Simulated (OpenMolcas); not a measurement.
# 4s² 4p along the 31-electron sequence

| Property | Result |
| --- | --- |
| Program | OpenMolcas |
| Method | SS-CASPT2, IPEA 0.25 Eh, imaginary shift 0.1 Eh |
| Basis | ANO-R2 |
| Scalar Hamiltonian | X2C, finite nucleus |
| Spin-orbit coupling | state interaction with AMFI integrals over the reference wave functions, term energies averaged over their components |

Active space for each ion: 1 electron in 3 orbitals (4p); closed shells correlated by CASPT2: 3d 4s.

Computed levels in cm-1 above ²P°_1/2:

```
                                Level  As2+  Se3+  Br4+  Kr5+
                              ²P°_3/2  2617  3933  5596  7555
weight of ²P° in the lowest level (%)   100   100   100   100
```

Measured, with the error of the calculation in %. Measured levels: As2+, Se3+, Br4+ from Moore, Atomic Energy Levels, vol. II, NSRDS-NBS 35 (1971 reprint of NBS Circular 467, 1952); Kr5+ from Saloman, J. Phys. Chem. Ref. Data 36, 215 (2007).

```json
{"Level": "²P°_3/2", "As2+": "2940 (-11.0)", "Se3+": "4376 (-10.1)", "Br4+": "6090 (-8.1)", "Kr5+": "8110 (-6.8)"}
```

The fine-structure level ²P°_3/2 changes by a factor of 2.89 from As2+ to Kr5+. Its fourth root runs 7.15, 7.92, 8.65, 9.32, with steps per unit of Z of 0.77, 0.73, 0.67; equal steps would mean a (Z - σ)^4 law with constant σ.

With one active electron, CASPT2 adds the correlation within the correlated inactive shells and between them and that electron, and leaves the splitting within a term as the reference gives it. Measured partners are found by configuration, term and J. A level has none where our copy of the source lacks it or the pairing is in doubt (some pairs that miss far off the trend of their configuration count as doubtful), and it then counts in no deviation. Only configurations of the active space appear.

° marks odd parity.
